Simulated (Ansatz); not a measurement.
`C1C[SiH2]1` + `BC[N](B)[AlH2]` → `BC[SiH]1CC1` + `B[NH][AlH2]` at 400 K and 1 bar (redistribution).

Computed with Ansatz on PBE0-D4/def2-TZVP structures; ΔE is electronic, products minus reactants. CBS: MP2 limit from def2 TZ/QZ plus the TZ coupled-cluster correction, frozen cores. One conformer a species, not always the lowest.

```
         species  CCSD(T)/CBS energy (Eh)  H − E (kJ/mol)  S (J/(mol·K))
    `C1C[SiH2]1`               -368.74760           204.5          290.4
`BC[N](B)[AlH2]`               -389.18301           271.5          397.5
   `BC[SiH]1CC1`               -433.40462           324.6          378.2
   `B[NH][AlH2]`               -324.56557           160.0          314.9
```

H − E and S are ideal-gas, rigid-rotor, harmonic terms from PBE0-D4/def2-TZVP, for one conformer and one mirror image of each species. 1 Eh = 2625.50 kJ/mol, R = 8.31446 J/(mol·K).

By hand: ΔE, ΔH, ΔS and ΔG.

ΔE = (-433.40462) + (-324.56557) − (-368.74760) − (-389.18301) = -0.03958 Eh = -103.9 kJ/mol. Δ(H − E) = 324.6 + 160.0 − 204.5 − 271.5 = 8.6, so ΔH = -95.3 kJ/mol. ΔS = 378.2 + 314.9 − 290.4 − 397.5 = 5.2 J/(mol·K). ΔG = -95.3 − 400 × (5.2)/1000 = -97.4 kJ/mol.

By hand: the equilibrium constant, and the temperature at which ΔG would vanish if ΔH and ΔS stayed fixed.

log₁₀ K = −ΔG/(RT ln 10) = 12.7. ΔH and −TΔS have one sign here, so there is no such temperature.

The number of gas molecules stays the same, so ΔS is small and ΔH decides. A doubt of 5 kJ/mol in ΔE shifts log₁₀ K by 0.7 here. Other conformers and mirror images would add mixing entropy, several J/(mol·K) or more a flexible species. These are equilibria of isolated gas molecules and say nothing of rates. Largest T1 diagnostic: 0.012 (customary marks: 0.02 for closed shells, 0.045 for open ones).

ΔS is within the doubt of such terms, so its sign, and with it that verdict, could turn.
